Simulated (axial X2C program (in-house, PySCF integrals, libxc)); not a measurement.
## Spectroscopic constants of NaRh⁺

All values were computed with an in-house relativistic program for diatomic molecules. Spin-free means the one-electron spin-free X2C Hamiltonian; two-component (2c) means X2C with spin–orbit coupling and atomic mean-field two-electron Coulomb and Gaunt terms, so the difference of the two also holds small scalar two-electron terms. Basis: Rh dyall-cv3z [12s12p8d5f3g], Na dyall-cv3z [9s8p5d2f] (cores contracted in-house); Gaussian nuclei, density fitting, unrestricted open shells. Masses: Rh 102.906 u, Na 22.990 u.

The run was started with this input:
```json
{"zs": [45, 11], "q": 1, "bas": ["dyall-cv3z", "dyall-cv3z"], "levels": ["PBE0", "HF", "PBEsol"], "cc": true, "r0": 2.8, "thr": -1.0, "nmax": 90, "npts": 10, "nst": 2, "ntry": 6}
```
```bash
python so2c.py task.json out
```

Keys: zs atomic numbers; q charge; bas basis sets; levels methods; cc coupled cluster on or off; r0 starting distance in Å; thr threshold in hartree for freezing inner shells (an s shell follows its p shell); nmax most natural virtual spinors; npts points on the curve; nst determinants followed; ntry starts of the search. HF also brings MP2.

State, spin-free: M_S = 3/2, Λ = 2 (beyond evenly filled blocks: 2 × σα, δ+α, δ+β, δ-α); electrons by block: σα: 13, σβ: 11, π+α: 6, π+β: 6, π-α: 6, π-β: 6, δ+α: 2, δ+β: 2, δ-α: 2, δ-β: 1. Fragments: Rh + Na+.

State, 2c: Ω = 7/2 (⟨Sz⟩ = 1.49, ⟨Lz⟩ = 2.01 at PBE0); electrons by block: 1/2: 19, -1/2: 17, 3/2: 8, -3/2: 8, 5/2: 2, -5/2: 1. Fragments: Rh + Na+.

| Hamiltonian | level | Re (Å) | ωe (cm⁻¹) | αe (cm⁻¹) | De (eV) | D0 (eV) | μ (D) |
| --- | --- | --- | --- | --- | --- | --- | --- |
| spin-free | PBE0 | 3.184 | 107.7 | 0.000731 | 0.505 | 0.498 | 8.34 |
| spin-free | HF | 3.356 | 104.5 | 0.000536 | 0.582 | 0.575 | 8.01 |
| spin-free | MP2 | 3.215 | 109.4 | 0.00077 | 0.369 | 0.363 | n/a |
| spin-free | CCSD | 3.247 | 107.0 | 0.000734 | 0.428 | 0.421 | n/a |
| spin-free | CCSD(T) | 3.237 | 107.4 | 0.000756 | 0.410 | 0.404 | n/a |
| spin-free | PBEsol | 3.139 | 108.3 | 0.000781 | 0.488 | 0.481 | 8.44 |
| 2c | PBE0 | 3.183 | 107.8 | 0.000732 | n/a | n/a | 8.33 |
| 2c | HF | 3.356 | 104.5 | 0.000536 | n/a | n/a | 8.00 |
| 2c | MP2 | 3.214 | 109.5 | 0.000769 | n/a | n/a | n/a |
| 2c | CCSD | 3.246 | 107.2 | 0.000732 | n/a | n/a | n/a |
| 2c | CCSD(T) | 3.235 | 107.6 | 0.000754 | n/a | n/a | n/a |
| 2c | PBEsol | 3.138 | 108.5 | 0.000781 | n/a | n/a | 8.43 |

Correlated methods: 9 electrons correlated (number of frozen shells: Rh 4 s, 3 p, 1 d; Na 2 s, 1 p), 303 virtual spin orbitals or spinors in MP2, 90 natural virtuals in coupled cluster.

Dipoles are positive if Na is the positive end and refer to the centre of mass.

The state is one determinant whose occupation by symmetry is held fixed; it was picked as the lowest of a PBE0 search that is not exhaustive. Dissociation energies refer to the lowest single-determinant-based atoms at the same level and basis. De is not given where an atomic determinant may have missed its ground term or J level, or where the truncated virtual space spoils (T). Density functionals use the spin component along the axis (collinear). CCSD and (T) use frozen natural virtuals with an MP2 correction for the truncation; (T) itself is uncorrected, so its De runs slightly low. Other states lie close and PBE0, whose exact exchange favours high spin, may order them wrongly; the determinant shown need not be the ground state. The nearest other spin-free determinant of the search, M_S = 1/2, Λ = 2, lies 0.06 eV up at the distance of the search. The functionals have no current-density term, which raises determinants with orbital currents, atoms included. With several unpaired electrons one determinant need not be a pure state. At some level and bond length an empty orbital lies below a filled one. With the outer-core shells frozen, correlated bond lengths of heavy atoms tend to come out a few hundredths of an ångström too long.

Rough cost a point (2c) on 1 thread(s) of a shared host, integrals apart: PBE0 0.8 s, HF 0.6 s, CCSD(T) 3 s, PBEsol 0.4 s.

The whole task took 3.4 min on 1 thread of Arm Neoverse V1, on a shared host.
